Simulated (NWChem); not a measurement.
# SiH2BrCl; SMILES Cl[SiH2]Br

All runs: NWChem. Geometry: optimised at PBE0/def2-SVP. Ions are spin-unrestricted doublets at the neutral geometry; other ion states weren't tried. Functional: LC-ωPBE (HJS hole) with def2-SVP; rows give the range parameter ω in 1/bohr.

```
range parameter (1/bohr)  vertical ionisation energy, ΔSCF (eV)  −ε(HOMO) (eV)  ΔSCF minus −ε(HOMO) (eV)
------------------------  -------------------------------------  -------------  ------------------------
0.10                                                      10.47           8.72                      1.75
0.25                                                      10.99          10.38                      0.61
0.40                                                      11.34          11.38                     -0.04
0.50                                                      11.45          11.81                     -0.36
0.60                                                      11.52          12.10                     -0.58
```
